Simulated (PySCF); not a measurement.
C3H7BO4Si, SMILES C[Si](O)(O)C#CB(O)O, GFN2-xTB optimised geometry.

```
16

Si    -0.88     2.09     0.00
C     -2.73     1.66     0.07
O     -0.38     3.04     1.24
O     -0.63     2.95    -1.35
C      0.12     0.52     0.00
C      0.75    -0.51     0.00
B      1.57    -1.83     0.00
O      2.92    -1.83     0.00
O      0.96    -3.04     0.01
H     -3.33     2.55     0.19
H     -2.95     0.98     0.89
H     -3.04     1.17    -0.85
H     -0.46     2.75     2.14
H      0.09     3.57    -1.38
H      3.33    -0.97    -0.01
H      0.01    -3.02     0.00
```

Density from PBE0/def2-TZVP (PySCF) at that geometry.

Minimum of the electron density along straight lines between bonded atoms, close to the bond critical point (lines longer than 1.1 times the sum of covalent radii, or with two minima, are not listed):

```csv
bond,length / Å,ρ at the minimum / e bohr⁻³,∇²ρ there / e bohr⁻⁵,position (fraction from the first atom)
Si1–C2,1.893,0.122,0.13,0.39
Si1–O3,1.639,0.140,0.85,0.41
Si1–O4,1.623,0.147,0.91,0.41
Si1–C5,1.864,0.115,0.27,0.39
C5–C6,1.210,0.425,-1.35,0.49
C6–B7,1.546,0.179,-0.03,0.68
B7–O8,1.354,0.215,0.95,0.33
B7–O9,1.353,0.215,0.95,0.33
C2–H10,1.086,0.275,-0.92,0.64
C2–H11,1.086,0.274,-0.91,0.64
C2–H12,1.084,0.275,-0.92,0.64
O3–H13,0.952,0.364,-2.53,0.81
O4–H14,0.953,0.361,-2.51,0.81
O8–H15,0.955,0.365,-2.56,0.81
O9–H16,0.955,0.365,-2.56,0.81
```
